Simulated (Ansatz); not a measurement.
Ansatz (a program for electronic structure) input file for C4H5Si, SMILES C1[SiH]C=CC=1 (connectivity only; charge and spin as stated), charge +1, multiplicity 1, PBE0/def2-SVPD. Geometry optimised at PBE0-D3(BJ)/def2-SVP. The multiplicity is an assumed one; no other spin state was optimised. The isomer is the one that the SMILES or the coordinates give; other isomers of the formula were not compared.

Ansatz 0.2 input:
```yaml
crystal:
  periodic: [false, false, false]
  atoms:
    - {symbol: C, position_ang: [0.00000000, 0.75822239, -1.21583404]}
    - {symbol: C, position_ang: [0.00000000, 1.38716914, -0.02086359]}
    - {symbol: Si, position_ang: [0.00000000, 0.00000001, 1.16485692]}
    - {symbol: C, position_ang: [0.00000000, -1.38716913, -0.02086356]}
    - {symbol: C, position_ang: [0.00000000, -0.75822242, -1.21583403]}
    - {symbol: H, position_ang: [0.00000000, 1.28949455, -2.17384590]}
    - {symbol: H, position_ang: [0.00000000, 2.46877811, 0.11809126]}
    - {symbol: H, position_ang: [0.00000000, 0.00000003, 2.64388365]}
    - {symbol: H, position_ang: [0.00000000, -2.46877812, 0.11809131]}
    - {symbol: H, position_ang: [0.00000000, -1.28949458, -2.17384587]}
basis:
  gaussian:
    orbitals: def2-SVPD
hamiltonian:
  xc: {name: PBE0}
total_charge: 1
```

It prints:

```
WARN ansatz: RAYON_NUM_THREADS=1 ignored (pool sized by the plan → 1); use --threads N
Functional definition: PBE0
integrals: 0.07 GiB planned
1241 factors; their error is unknown
mean field: 0.63 GiB planned
mean field evaluation 1: about -12071.5762 eV, gradient 6.6e1 eV
mean field evaluation 2: about -12039.5582 eV, gradient 1.1e2 eV
mean field evaluation 4: about -12083.4803 eV, gradient 8.0e0 eV
mean field evaluation 8: about -12083.6491 eV, gradient 1.2e-1 eV
mean field evaluation 16: about -12083.6803 eV, gradient 6.8e-5 eV
mean field -12083.68025822 eV, -444.0670588771 hartree, gradient 3.6e-5 eV, S^2 0.000000; 0 other end points of the search recorded, 0 dependent functions left out
reference -12083.68028965 eV, -444.0670600319 hartree; 21, 21 occupied and 123, 123 virtual orbitals, 1241 factors
Total energy: -12083.68028965 eV, -444.0670600319 hartree
```

The run converged.

Cost: about 7 core-seconds (a rough figure).
